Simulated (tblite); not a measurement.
Compound: C₇H₄ClFO.
SMILES with atom numbers: `[O:1]=[C:2]([Cl:3])[c:4]1[cH:5][cH:6][cH:7][cH:8][c:9]1[F:10]` (hydrogens: H11 on C5; H12 on C6; H13 on C7; H14 on C8)

Computed geometry: GFN2-xTB, gas phase.

Q: Give the optimised bond lengths and angles.

A: 
| bond | length (Å) |
| --- | --- |
| O1=C2 | 1.193 |
| C2–Cl3 | 1.758 |
| C2–C4 | 1.472 |
| C4–C5 | 1.402 |
| C5–C6 | 1.378 |
| C6–C7 | 1.388 |
| C7–C8 | 1.382 |
| C8–C9 | 1.386 |
| C9–F10 | 1.338 |
| C4–C9 | 1.397 |
| C5–H11 | 1.079 |
| C6–H12 | 1.079 |
| C7–H13 | 1.079 |
| C8–H14 | 1.079 |

A selection of angles:
| angle | degrees |
| --- | --- |
| O1–C2–Cl3 | 119.0 |
| O1–C2–C4 | 124.7 |
| Cl3–C2–C4 | 116.3 |
| C2–C4–C5 | 115.4 |
| C2–C4–C9 | 127.3 |
| C5–C4–C9 | 117.3 |
| C4–C5–C6 | 121.7 |
| C4–C5–H11 | 117.5 |
| C6–C5–H11 | 120.8 |
| C5–C6–C7 | 119.8 |
| C5–C6–H12 | 120.0 |
| C7–C6–H12 | 120.2 |
| C6–C7–C8 | 119.9 |
| C6–C7–H13 | 120.4 |
| C8–C7–H13 | 119.7 |
| C7–C8–C9 | 120.0 |
| C7–C8–H14 | 121.5 |
| C9–C8–H14 | 118.4 |
| C8–C9–F10 | 116.6 |
| C4–C9–C8 | 121.4 |
| C4–C9–F10 | 122.1 |

Dihedral angles: O1–C2–C4–C5 0° (synperiplanar).

The C–C distances run from 1.378 Å (C5–C6, aromatic) to 1.472 Å (C2–C4, drawn single), a spread of 0.094 Å. The 6-membered ring C4–C5–C6–C7–C8–C9 has internal angles of 117.3° to 121.7°; it is planar, 0.00 Å rms from its mean plane, widest ring torsion 0°. The 10 heavy atoms lie in one plane (0.001 Å rms). Of the pairs four or more bonds apart, Cl3···F10 is among the closest relative to their van der Waals radii: 2.74 Å, 85 % of the sum of Bondi's values.

Point group: Cs (every atom within 0.08 Å of its image). GFN2-xTB frequencies show an imaginary mode (29i cm⁻¹), so the point is no minimum at that level.
